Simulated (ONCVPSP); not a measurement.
**Si (Z = 14): one change to an ONCV potential, before and after**

ONCVPSP 4.0.1 input, shortened (lines: element, Z, core and valence counts, functional; n l f; lmax; l rc ep ncon nbas qcut; lloc lpopt rc5 dvloc0; l nproj debl; icmod fcfact rcfact), PBE, scalar-relativistic:

```
  Si 14.00    3    2        4      upf
    1    0    2.00
    2    0    2.00
    2    1    6.00
    3    0    1.75
    3    1    2.25
    2
    0    1.75    0.00    5    8    4.30
    1    2.25    0.00    4    9    2.90
    2    1.75    0.45    4    9    6.50
    4    5    1.10    6.00
    0    1    3.20
    1    1    1.60
    2    2    1.80
    3    3.00    1.65
```

Change: core correction Teter function, fcfact 3, rcfact 1.46.

Cutoffs: the cutoffs (Ha) at which the residual kinetic energy of the hardest occupied pseudo-wave falls to 1 and 0.1 mHa per electron; they do not see the model core or the augmentation charge, which bear on the density cutoff. Errors are all-electron minus pseudo energies relative to the spin-unpolarised reference configuration.

Question: Predict the effect on cutoff, ghosts and configuration errors.

Answer: The potential gets neither clearly harder nor softer (7.8 Ha and 12 Ha → 7.8 Ha and 12 Ha); of the 4 tests that both files solve, the error grows in 2 and shrinks in 1 by more than 15 % and 0.3 meV (median size 1.0 → 2.7 meV); neither file shows a bound ghost. A model core, the more so a compact one, raises the density cutoff, which this test does not measure.

| quantity | base | changed |
| --- | --- | --- |
| cutoff, loose | 7.8 Ha | 7.8 Ha |
| cutoff, tight | 12 Ha | 12 Ha |
| bound ghosts | none | none |
| GHOST(+) flags under 300 eV | none | none |
| error for 3s2 3p2, meV [ΔE -1.69 eV] | -0.1 | +0.1 |
| error for 3s2 3p1, meV [ΔE 6.05 eV] | +1.4 | +1.9 |
| error for 3s2 3p0, meV [ΔE 22.04 eV] | -11 | +6.1 |
| error for 3s1 3p2, meV [ΔE 13.48 eV] | -0.5 | +3.4 |
| s: phases at 1.78 bohr within 0.05 rad from the reference energy up to (Ha; the scan ends near 5) | 1.6 | 1.6 |
| p: phases at 2.29 bohr within 0.05 rad from the reference energy up to (Ha; the scan ends near 5) | 1.4 | 1.4 |
| d: phases at 1.78 bohr within 0.05 rad from the reference energy up to (Ha; the scan ends near 5) | 4.5 | 4.5 |
| rms error of d²Exc/dni dnj with the model core, mHa | 1.95 | 0.56 |

Base: The cutoffs count occupied waves only; projector 2 of the d channel, the hardest unoccupied one, needs 20 Ha at the loose tolerance. Changed file: The cutoffs count occupied waves only; projector 2 of the d channel, the hardest unoccupied one, needs 20 Ha at the loose tolerance.
